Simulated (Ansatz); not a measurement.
`BS` + `C[SiH](F)P` → `BP[SiH](C)F` + H₂S at 700 K and 1 bar (ligand exchange at a B–S bond).

Program: Ansatz. Geometries: PBE0-D4/def2-TZVP. ΔE: electronic, gas phase. CCSD(T)/CBS adds triple-zeta CCSD(T) − MP2 to the extrapolated MP2 energy (def2 sets, frozen cores). This one scheme is used for every species. Each species was taken in one conformer, which may not be the lowest.

```
      species  CCSD(T)/CBS energy (Eh)  H − E (kJ/mol)  S (J/(mol·K))
         `BS`               -424.38198           115.9          297.3
 `C[SiH](F)P`               -771.55123           249.5          453.4
`BP[SiH](C)F`               -796.94025           301.0          513.2
          H₂S               -398.97279            64.8          236.9
```

H − E and S are ideal-gas, rigid-rotor, harmonic terms from PBE0-D4/def2-TZVP, for one conformer and one mirror image of each species. 1 Eh = 2625.50 kJ/mol, R = 8.31446 J/(mol·K).

Q: By hand: ΔE, ΔH, ΔS and ΔG.

A: ΔE = (-796.94025) + (-398.97279) − (-424.38198) − (-771.55123) = 0.02017 Eh = 53.0 kJ/mol. Δ(H − E) = 301.0 + 64.8 − 115.9 − 249.5 = 0.4, so ΔH = 53.4 kJ/mol. ΔS = 513.2 + 236.9 − 297.3 − 453.4 = -0.6 J/(mol·K). ΔG = 53.4 − 700 × (-0.6)/1000 = 53.8 kJ/mol.

Q: By hand: the equilibrium constant, and the temperature at which ΔG would vanish if ΔH and ΔS stayed fixed.

A: log₁₀ K = −ΔG/(RT ln 10) = -4.0. ΔH and −TΔS have one sign here, so there is no such temperature. One of them is within its doubt of zero, so this could turn.

The number of gas molecules stays the same, so ΔS is small and ΔH decides. A doubt of 5 kJ/mol in ΔE shifts log₁₀ K by 0.4 here. Other conformers and mirror images would add mixing entropy, several J/(mol·K) or more a flexible species. Modes under 60 cm⁻¹, often nearly free rotors, make the harmonic entropy too high. These are equilibria of isolated gas molecules and say nothing of rates. Largest T1 diagnostic: 0.015 (customary marks: 0.02 for closed shells, 0.045 for open ones).
